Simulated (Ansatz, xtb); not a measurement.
## GeHOP: which of two structures lies lower

Structure a: a singlet given by its coordinates. Structure b: a singlet given by its coordinates. Both are isolated molecules in the gas phase, relaxed with PBE0-D3(BJ)/def2-SVP.

a (Å):

```xyz
4

Ge    1.0092    0.0341   -0.8655
O     0.2191    1.3804    0.0316
P    -1.1837    0.8008   -0.8462
H    -1.6382   -0.1872    0.1044
```

Close contacts (Å): Ge1–O2 1.80, Ge1–P3 2.32, O2–P3 1.75, P3–H4 1.44.

b (Å):

```yaml
atoms:
  - { symbol: Ge, position_ang: [0.1585, 0.3108, 0.2409] }
  - { symbol: O, position_ang: [0.6976, 1.7574, 1.7140] }
  - { symbol: P, position_ang: [1.7183, 0.2209, 1.7473] }
  - { symbol: H, position_ang: [0.0892, 1.7523, 2.4653] }
```

Close contacts (Å): Ge1–O2 2.13, Ge1–P3 2.17, O2–P3 1.84, O2–H4 0.97.

Quicker runs give these differences E(b) − E(a): GFN2-xTB +107.3 kJ/mol; HF/STO-3G +147.8 kJ/mol (at GFN2-xTB geometries); r2SCAN-D4/def2-SVP +49.3 kJ/mol (at GFN2-xTB geometries).

Problem. Estimate E(b) − E(a) at the level CCSD(T)/def2-TZVPP.

Solution. Calculated at CCSD(T)/def2-TZVPP: E(b) − E(a) = +58.0 kJ/mol, so structure a lies lower.

The same difference at several levels:

| level | geometry | E(b) − E(a) (kJ/mol) | departure from the last row (kJ/mol) | job, with rough time for the two |
| --- | --- | --- | --- | --- |
| GFN2-xTB | GFN2-xTB | +107.3 | +49.2 | optimisation, 0.11 s |
| HF/STO-3G | GFN2-xTB | +147.8 | +89.8 | single point, 0.4 s |
| r2SCAN-D4/def2-SVP | GFN2-xTB | +49.3 | −8.7 | single point, 3.2 s |
| PBE0-D3(BJ)/def2-SVP | PBE0-D3(BJ)/def2-SVP | +46.3 | −11.7 | optimisation, 24 s |
| HF/def2-TZVPP | PBE0-D3(BJ)/def2-SVP | +67.0 | +8.9 | part of the CCSD(T) run |
| MP2/def2-TZVPP | PBE0-D3(BJ)/def2-SVP | +65.1 | +7.1 | part of the CCSD(T) run |
| CCSD(T)/def2-TZVPP | PBE0-D3(BJ)/def2-SVP | +58.0 |  | single point, 63 s |

None of the levels shown reverses the order. The largest departure from CCSD(T)/def2-TZVPP is that of HF/STO-3G, 89.8 kJ/mol.

With harmonic frequencies from PBE0-D3(BJ)/def2-SVP (ideal gas, rigid rotor, one conformer each, 298.15 K, 1 atm): on the last row, ΔE + ΔZPE = +66.3, ΔH = +66.7, ΔG = +65.5 kJ/mol.

The T1 diagnostic of structures a and b is large, so the coupled-cluster value is less sure. The correlated steps freeze 15 core orbitals; the filled d shell of Ge is correlated, in a basis made for valence electrons. Programs: Ansatz 0.2.0, xtb 6.7.1; the last row on 1 thread of Arm Neoverse V1 on a shared host.
